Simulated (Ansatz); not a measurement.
Coupled-cluster diagnostics for Na₂F₂ (the lowest singlet isomer of a short search), Ansatz.

Geometry of the singlet (PBE0-D4/def2-TZVP):

| atom | x (Å) | y (Å) | z (Å) |
| --- | --- | --- | --- |
| Na1 | -0.661 | 0.279 | -1.222 |
| Na2 | 0.660 | -0.279 | 1.222 |
| F3 | 1.207 | 0.772 | -0.476 |
| F4 | -1.207 | -0.772 | 0.476 |

Correlated methods freeze 4 core orbitals; core or outer-core shells of Na are correlated, in sets that lack core-valence functions. In the triplet, F3 and F4 lie 1.96 Å apart (atoms count from 1), so these atoms are partly bonded to each other. In the quintet geometry the species has come apart into loosely held pieces. The structure comes from a short search, and lower isomers may exist.

Geometry of the charge 0 triplet (PBE0-D4/def2-TZVP):

| atom | x (Å) | y (Å) | z (Å) |
| --- | --- | --- | --- |
| Na1 | -0.086 | -1.628 | -1.076 |
| Na2 | 0.085 | 1.629 | 1.075 |
| F3 | 0.494 | 0.449 | -0.719 |
| F4 | -0.492 | -0.449 | 0.720 |

Geometry of the charge 0 quintet (PBE0-D4/def2-TZVP):

Cartesian coordinates in Å:
```
Na 0.5476 -0.5933 1.9928
Na -0.4201 0.6590 -2.0031
F -1.3760 2.6965 1.1783
F 1.2484 -2.7622 -1.1680
```

**Question.** Estimate the CCSD(T) correlation energy, the shares of MP2 and (T), T1 and the reference's ⟨S²⟩ for: charge 0, singlet, own geometry in def2-TZVPP; charge 0, triplet, own geometry in def2-TZVPP; charge 0, quintet, own geometry in def2-TZVPP; charge 1, doublet, vertical in def2-TZVPP; and the rough time on 4 threads of Arm Neoverse V2 on a shared host.

**Answer.** 
```csv
state,basis,correlation (eV),MP2 share (%),(T) share (%),T1,⟨S²⟩ (pure),wall time,remarks
"charge 0, singlet, own geometry",def2-TZVPP,-24.480,97.3,2.1,0.011,0.00 (0.00),12 s,–
"charge 0, triplet, own geometry",def2-TZVPP,-23.820,94.1,2.4,0.043,2.02 (2.00),36 s,flagged by the program
"charge 0, quintet, own geometry",def2-TZVPP,-21.035,93.9,1.5,0.008,6.01 (6.00),13 s,–
"charge 1, doublet, vertical",def2-TZVPP,-22.673,95.8,1.8,0.019,0.75 (0.75),53 s,–
```
Customary marks for T1 are 0.02 (closed shells), 0.045 (open shells) and about 0.05 (3d metals). T1 exceeds 0.02 in 1 of 4 rows and 0.045 in 0; the higher it lies, the less the single-reference result can be trusted.
